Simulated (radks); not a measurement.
Values are calculated unless marked as measured or tabulated.
Question: Ionisation of La3+, [Xe], to La4+, [Kr] 4d10 5s2 5p5, under several functionals. Scalar-relativistic Kohn-Sham, spin-polarised, spherical densities, finite nucleus; open shells are filled with parallel spins first (spin-orbit coupling, left out, can overturn this in heavy ions); a radial shooting solver on a logarithmic mesh with Libxc functionals. Known Delta-SCF values: exchange-only LDA 49.203 eV; r2SCAN 51.013 eV; LDA (Slater exchange, VWN5 correlation) 50.821 eV. What does HCTH/407 give, and what is its highest occupied eigenvalue?

Answer: 50.968 eV by Delta-SCF; the 5p eigenvalue is -45.154 eV. NIST: 50.0 eV (semi-empirical).
